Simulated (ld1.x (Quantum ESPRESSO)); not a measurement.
# What the settings do to the RRKJ potential of Hg (Z = 80)

Base potential:

ld1.x (Quantum ESPRESSO) 7.5 input, shortened:

```
&input
   title='Hg', zed=80., rel=1, dft='PBESOL', iswitch=3,
   config='[Xe] 4f14 5d10 5f-2 6s1.5 6p0'
 /
 &inputp
   pseudotype=2, tm=.false., rho0=0.001, lloc=0,
   nlcc=.true.
 /
4
5P  2  1   6.00   0.00  1.65  1.65  0.0
5D  3  2  10.00   0.00  1.20  1.20  0.0
5F  4  3  -2.00   0.05  1.80  1.80  0.0
5S  1  0   2.00   0.00  1.20  1.20  0.0
 &test
   configts(1)='5s2 5p6 5d10 6s1.5 6p0'
 /
```

Occupied shells without a wave of their own: 6s. They enter only through the test configuration that unscreens the potential, and ld1.x also counts them in the model core charge.

Cutoffs, loose and tight: the cutoffs (Ry, on a coarse ladder) from which the occupation-weighted sum of valence levels, in a spherical-Bessel basis at the reference potential, stays within 10 and 1 mRy of its value at 400 Ry. They do not see the model core or the augmentation charge, which bear on the density cutoff. Test errors are all-electron minus pseudo excitation energies from the reference, over the configurations 5s2 5p6 5d10 6s2 6p0; 5s2 5p6 5d10 6s1 6p0; 5s2 5p6 5d10 6s0 6p0; 5s2 5p6 5d10 6s0 6p2; 5s2 5p6 5d9 6s0 6p0; 5s2 5p6 5d10 6s0 6p1; 5s2 5p6 5d8 6s0 6p0. A dash means not determined; rows that change the core or the reference have their own tests. The largest error is taken over the tests solved by every variant that gives reliable tests at all: 5s2 5p6 5d10 6s0 6p0; 5s2 5p6 5d10 6s0 6p1; 5s2 5p6 5d10 6s0 6p2; 5s2 5p6 5d10 6s2 6p0; 5s2 5p6 5d8 6s0 6p0; 5s2 5p6 5d9 6s0 6p0.

With those shells counted twice in exchange and correlation these files are broken, and their errors move erratically; no question is asked of them.

Cutoffs are not given where the Bessel-basis levels miss the radial ones by over 6 mRy, ghosts where they miss by over 20 mRy; a channel whose overlap is not positive is not tested.

| change | outcome | cutoff, loose | cutoff, tight | bound ghosts | largest test error (meV) |
| --- | --- | --- | --- | --- | --- |
| base | generated, misses its reference levels by 0.91 eV | 120 Ry | 200 Ry | none | -3676 |
| wave 5s (bound): rc 1.20 bohr becomes 5s (bound): rc 0.80 bohr | generated, misses its reference levels by 0.30 eV | 260 Ry | over 300 Ry | none | -1710 |
| wave 5s (bound): rc 1.20 bohr becomes 5s (bound): rc 0.96 bohr | generated, misses its reference levels by 0.18 eV | 160 Ry | 260 Ry | none | -1302 |
| wave 5s (bound): rc 1.20 bohr becomes 5s (bound): rc 1.14 bohr | generated, misses its reference levels by 0.60 eV | 140 Ry | 230 Ry | none | -2665 |
| wave 5s (bound): rc 1.20 bohr becomes 5s (bound): rc 1.32 bohr | generated, misses its reference levels by 1.69 eV | 120 Ry | 180 Ry | none | -6102 |
| wave 5s (bound): rc 1.20 bohr becomes 5s (bound): rc 1.42 bohr | generated, misses its reference levels by 2.98 eV | 120 Ry | 180 Ry | none | -9939 |
| wave 5s (bound): rc 1.20 bohr becomes 5s (bound): rc 1.58 bohr | generated, misses its reference levels by 11.21 eV | – | – | not determined | +15585 |
| wave 5s (bound): rc 1.20 bohr becomes 5s (bound): rc 1.76 bohr | failed: run_pseudo: Errors in PS-KS equation | – | – | – | – |

Reading the sweep of the s radius (base included, trends over the rows without a ghost): The loose cutoff falls from 260 Ry at 0.8 to 120 Ry at 1.42 bohr. A larger radius leaves more room for a smooth pseudo-wave, so fewer plane waves are needed; a smaller one forces it to follow the all-electron wave where it bends sharply. The median size of the test errors (rows with all tests solved) rises from 445.3 meV at 0.8 to 5109.9 meV at 1.42 bohr, with one reversal. More of the atom is replaced by a form fitted at one configuration, so other configurations suffer as the radius grows. The generation fails at 1.76 bohr.
